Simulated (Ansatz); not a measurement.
PPAsAs tetrahedron (As₂P₂). The state is a singlet with charge 0. Geometry r2SCAN-D4/def2-SVP; atoms count from 1.

```tsv
atom	x (Å)	y (Å)	z (Å)
P1	-0.773	0.717	0.896
P2	-0.812	-0.989	-0.527
As3	1.129	-0.616	0.707
As4	0.456	0.888	-1.076
```

Question: Estimate the Mulliken populations from the PBE0/def2-TZVP orbitals of Ansatz.

Answer: 
```csv
atom,charge (e)
P1,-0.07
P2,-0.07
As3,0.07
As4,0.07
```
Mulliken values and Mayer orders depend strongly on the basis.

Question: And the Mayer bond orders between bonded heavy atoms (over 0.3)?

Answer: P1–P2 1.07 (2.22 Å); P1–As3 1.04 (2.33 Å); P1–As4 1.04 (2.33 Å); P2–As3 1.04 (2.33 Å); P2–As4 1.04 (2.33 Å); As3–As4 1.01 (2.43 Å).
